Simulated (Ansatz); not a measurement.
This geometry of FH3OSZn (7 atoms, charge 0, multiplicity 1) is a first-order saddle point.

Theory: RKS PBE0-D4/def2-SVP in Ansatz 0.2.0.

```xyz
7
Properties=species:S:1:pos:R:3
Zn -0.062 -0.577 0.013
F 0.795 0.274 1.481
O -0.237 -2.075 -0.940
H 0.064 1.324 1.002
S -0.905 1.727 -0.068
H 0.275 -2.805 -0.576
H 0.071 2.132 -0.912
```

Question: Which two structures does it join? (They come from a converged band through this point; their orientation in space is the band's.)

Answer: Bonds broken: H4–S5. Bonds formed: F2–H4. FH3OSZn becomes FH + H2OSZn.

First end point:

```xyz
7
Properties=species:S:1:pos:R:3
Zn 0.173 -0.726 0.244
F 0.989 0.123 1.596
O -0.291 -1.962 -0.952
H -0.071 1.664 0.959
S -0.944 1.658 -0.091
H 0.139 -2.808 -0.788
H 0.005 2.051 -0.968
```

Last end point:

```xyz
7
Properties=species:S:1:pos:R:3
Zn -0.400 -0.396 -0.369
F 0.843 0.158 1.478
O -0.209 -2.086 -0.884
H 0.410 0.992 1.298
S -0.991 1.745 -0.162
H 0.396 -2.586 -0.327
H -0.050 2.172 -1.035
```

Question: How far does it lie above each of them?

Answer: 0.081 eV above the first and 0.407 eV above the second. This is the barrier of this one path; another mechanism may lie lower. The orbitals stay closed-shell, which can raise the energy where a bond breaks towards radicals; this wasn't checked here.

Time of the run: 120 s on 2 threads of Arm Neoverse V1, on a shared host, peak memory 0.2 GiB.
